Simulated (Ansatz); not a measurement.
Program: Ansatz. Geometries: PBE0-D4/def2-TZVP. ΔE: electronic, gas phase. CCSD(T)/CBS adds triple-zeta CCSD(T) − MP2 to the extrapolated MP2 energy (def2 sets, frozen cores). This one scheme is used for every species. DFT in def2-TZVPP. B3LYP here is the variant with VWN-RPA as its local correlation; programs differ in this. Open shells (•) are unrestricted, without spin–orbit coupling. Each species was taken in one conformer, which may not be the lowest.

Consider the homolysis of the N–Si bond: `CO[SiH2]N[SiH3]` → `CO[SiH2][NH]`• + `[SiH3]`•.

```
             level  ΔE (eV)  difference from CCSD(T)/CBS
            PBE-D4     4.68                        -0.33
         r2SCAN-D4     4.60                        -0.41
           PBE0-D4     4.74                        -0.27
          B3LYP-D4     4.72                        -0.29
           ωB97X-V     4.93                        -0.08
           ωB97M-V     4.97                        -0.04
            B2PLYP     4.78                        -0.23
               PBE     4.58                        -0.43
            r2SCAN     4.57                        -0.44
              PBE0     4.66                        -0.35
             B3LYP     4.56                        -0.45
     HF/def2-TZVPP     3.71                        -1.30
    MP2/def2-TZVPP     5.16                         0.15
SCS-MP2/def2-TZVPP     5.06                         0.05
   CCSD/def2-TZVPP     4.77                        -0.24
CCSD(T)/def2-TZVPP     4.85                        -0.16
     HF/def2-QZVPP     3.72                        -1.29
    MP2/def2-QZVPP     5.25                         0.24
SCS-MP2/def2-QZVPP     5.16                         0.15
      HF/CBS(def2)     3.72                        -1.29
     MP2/CBS(def2)     5.31                         0.30
    CCSD/CBS(def2)     4.92                        -0.09
       CCSD(T)/CBS     5.01                            0
```

Largest T1 diagnostic among the species: 0.015.

In def2-TZVPP, CCSD(T) changes the Hartree–Fock value by +1.15 eV (the triples alone add +0.09 eV) and MP2 by +1.45 eV; breaking electron pairs costs correlation energy, which Hartree–Fock lacks. The D4 term adds +0.16 eV with B3LYP and +0.09 eV with PBE0; it sums over pairs of atoms, weighted by their polarisabilities, and B3LYP, whose exchange is more repulsive, gets the larger term.

CCSD(T)/CBS has its own doubt, a few kJ/mol and more with outer-core shells, so smaller differences from it don't rank the levels.
